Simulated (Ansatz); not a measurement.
## Ligand exchange: Sn(CH3)(NH2) + Cd(CH3)(NH2) → Sn(NH2)2 + Cd(CH3)2

Species: Sn(CH3)(NH2), singlet; Cd(CH3)(NH2), singlet; Sn(NH2)2, singlet; Cd(CH3)2 (dimethylcadmium), singlet. The partners trade CH3 for NH2: Sn–CH3 and Cd–NH2 bonds give way to Sn–NH2 and Cd–CH3.

Shapes, held fixed at every level: PBE0-D4/def2-TZVP. Flexible molecules stand in one conformer, not always the lowest. Programs: Ansatz 0.2.0. Electronic energies: no zero-point or thermal term.

Estimate ΔE of this reaction.

The highest level, CCSD(T)/def2-TZVPP, gives ΔE = -42.9 kJ/mol; the levels span -46.7 to -38.3. The column of differences is taken from that level and isn't an error. No measured value is set beside it here. For atoms past krypton def2 sets carry core potentials with scalar relativity. Outer-core shells of Cd, Sn are correlated, in sets that cover them unevenly.

```csv
level,kind,ΔE (kJ/mol),less CCSD(T)/def2-TZVPP
HF/def2-TZVPP,Hartree–Fock,-46.7,-3.8
r2SCAN-D4/def2-TZVPP,meta-GGA,-46.1,-3.2
wB97M-V/def2-TZVPP,range-separated hybrid,-46.5,-3.6
B2PLYP/def2-TZVPP,double hybrid,-45.7,-2.8
CCSD/def2-SVP,coupled cluster or CI,-38.3,+4.6
CCSD/def2-TZVPP,coupled cluster or CI,-43.2,-0.3
CCSD(T)/def2-TZVPP,coupled cluster or CI,-42.9,0.0
```
